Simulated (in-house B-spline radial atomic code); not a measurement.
**Ionising In3+ with different functionals**

Computed with an all-electron radial atomic-structure program (B-spline basis): scalar-relativistic (spin-free X2C) Hamiltonian, Fermi nucleus of rms radius 4.6156 fm, spin-polarised at highest spin, spherical fractional occupations for the functionals, and exact exchange of hybrids averaged over the configuration. The ionisation energy is the difference of two self-consistent energies, [Kr] 4d10 → [Kr] 4d9, without Breit or QED terms; ε is the level of the shell that loses the electron (its least bound occupied spin orbital). There is no spin-orbit coupling in this Hamiltonian.

```tsv
method	rung	ΔSCF (eV)	-ε(4d) (eV)
PBE0	global hybrid	56.13	50.35
B3LYP	global hybrid	56.18	49.91
TPSSh	global hybrid	56.10	48.83
BHandHLYP	global hybrid	55.94	52.71
r2SCAN0	global hybrid	56.40	50.68
B97-1	global hybrid	56.05	49.85
HSE06	range-separated hybrid	56.11	49.92
wB97X	range-separated hybrid	55.88	52.72
CAM-B3LYP	range-separated hybrid	56.12	51.84
LC-wPBE	range-separated hybrid	56.04	53.03
```

Task: Among the functionals, which spreads more, the ΔSCF values or the orbital energies?

Result: The orbital energies: ΔSCF values span about 0.52 eV and the orbital energies 4.20 eV; here energy differences depend much less on the functional than eigenvalues do.

Task: How do they compare with the NIST value?

Result: NIST lists 55.45 eV ± 0.04 (measured, ground level to ground level). Errors run from +0.43 to +0.95 eV; wB97X is closest (+0.43 eV), but part of that can be cancellation, since the calculations leave out spin-orbit coupling, Breit-QED terms, multiplet and fine-structure energies.
